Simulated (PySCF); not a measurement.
Spinor energies of Sb⁺ (antimony, charge +1)

Start: [Kr] 4d10 5s2 5p1 6s1; 5p3/2 filled at m_j = +3/2; 6s1/2 filled at m_j = +1/2. Calculated with PySCF 2.14 in x2c-SVPall-2c with one added diffuse shell each of s, p type (7s9p4d, 54 functions): generalised Hartree-Fock with the X2C-1e Hamiltonian and a Gaussian nucleus; one run each with spin-orbit coupling (SO) switched off, then screened by Boettger's factors. This is a chosen level, not necessarily the ground level.

| spinor shell | electrons | ε, spin-free (eV) | ε, screened SO (eV) | weight of nominal j (screened SO) | rms radius, screened SO (bohr) |
| --- | --- | --- | --- | --- | --- |
| 1s1/2 | 2 | -30651.2 | -30648.4 | 1.000 | 0.0326 |
| 2s1/2 | 2 | -4768.4 | -4767.7 | 1.000 | 0.133 |
| 2p1/2 | 2 | -4276.2 | -4451.3 | 1.000 | 0.115 |
| 2p3/2 | 4 | -4276.2 | -4196.6 | 1.000 | 0.120 |
| 3s1/2 | 2 | -985.30 | -985.17 | 1.000 | 0.352 |
| 3p1/2 | 2 | -820.64 | -853.93 | 1.000 | 0.345 |
| 3p3/2 | 4 | -820.64 | -805.51 | 1.000 | 0.356 |
| 3d3/2 | 4 | -569.77 | -575.58 | 1.000 | 0.330 |
| 3d5/2 | 6 | -569.77 | -565.83 | 1.000 | 0.333 |
| 4s1/2 | 2 | -189.06 | -189.12 | 1.000 | 0.840 |
| 4p1/2 | 2 | -136.09 | -142.27 | 1.000 | 0.895 |
| 4p3/2 | 4 | -136.09 | -133.39 | 1.000 | 0.921 |
| 4d3/2 | 4 | -56.809 | -57.629 | 0.989 | 1.10 |
| 5s1/2 | 2 | -27.615 | -27.660 | 1.000 | 2.28 |
| 5p3/2 | 1 | -19.012 | -18.742 | 1.000 | 2.82 |
| 6s1/2 | 1 | -7.717 | -7.732 | 1.000 | 5.78 |

(1) Where does 4d5/2 lie, and what is the 4d spin-orbit splitting (screened SO)?

```
   quantity    spin-free  screened SO
E (hartree)  -6475.87716  -6477.49245
        M_J            2            2
       ⟨J²⟩        6.008        6.008
       ⟨L²⟩        2.006        2.023
       ⟨S²⟩        2.002        2.019
```

Each row is a mean over spinors that exchange with the open shell spreads, by up to 2.502 eV (5s1/2).

Breit and QED terms are absent; they matter most for the inner s and p1/2 levels.

Densities and radii are taken from the X2C orbitals without a picture-change correction, which distorts them close to the nucleus.

Without spin-orbit coupling the j labels of p, d and f shells carry no meaning; the spin-free column gives the mean over the occupied spinors of each nl shell.

Answers

(1) At -56.383 eV, 1.246 eV above 4d3/2.
